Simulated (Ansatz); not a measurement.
Species: 2,2,2-trifluoroacetaldehyde, C2HF3O, net charge 0, singlet state. SMILES: O=CC(F)(F)F
Geometry from a B3LYP-D3(BJ)/def2-TZVP (Ansatz, an electronic-structure program) optimisation:
```
C
F 1 1.3265
F 1 1.3465 2 108.93
F 1 1.3465 2 108.93 3 -117.37
C 1 1.5438 2 112.79 3 121.32
O 5 1.1917 1 122.80 2 0.00
H 5 1.1053 6 124.13 1 -180.00
```

Cost and difference of B3LYP with Ansatz in habitual basis sets for the atomisation energy (kcal/mol). Conventions: non-relativistic; atomisation electronic, to ground-state atoms; spin-orbit terms left out; open shells spin-unrestricted; 6-311+G** with 5d; 6-31G* and kin with 6d, 5d where marked; frozen cores in correlated levels; LANL2DZ all-electron up to Ne; dispersion terms only where a functional's name holds one. CBS(X,Y): correlation extrapolated as X^-3; Hartree-Fock from the larger set. The bracket is a focal-point correction in the basis named. First-principles rows: single points at B3LYP-D3(BJ) geometries (Ansatz). Costs are core time of energy and forces over that of the cheapest set, on one shared machine, to one figure and rough; under a factor of 2 they don't order.

Coupled cluster (Ansatz) is a level with limits of its own, used here on species with T1 under 0.025 (0.045 for open shells) and stable references: RI-MP2/CBS(aug-cc-pVTZ,aug-cc-pVQZ)+[CCSD(T)-MP2]/aug-cc-pVTZ.

Value to compare with: 711.2 kcal/mol.

| level | relative cost | atomisation energy (kcal/mol) | difference |
|---|---|---|---|
| B3LYP/STO-3G | 1× | 705.4 | -5.8 |
| B3LYP/3-21G | 1× | 671.4 | -39.8 |
| B3LYP/6-31G | 2× | 639.3 | -71.9 |
| B3LYP/LANL2DZ | 2× | 613.7 | -97.5 |
| B3LYP/def2-SVP | 2× | 720.6 | 9.4 |
| B3LYP/6-31G** | 2× | 712.3 | 1.1 |
| B3LYP/cc-pVDZ | 3× | 697.6 | -13.6 |
| B3LYP/6-31G* | 3× | 711.4 | 0.2 |
| B3LYP/6-31+G* | 3× | 692.2 | -19.0 |
| B3LYP/6-311+G** | 5× | 690.2 | -21.0 |

The dearest set gives -21.0 kcal/mol. A small set can land close by cancelling terms.
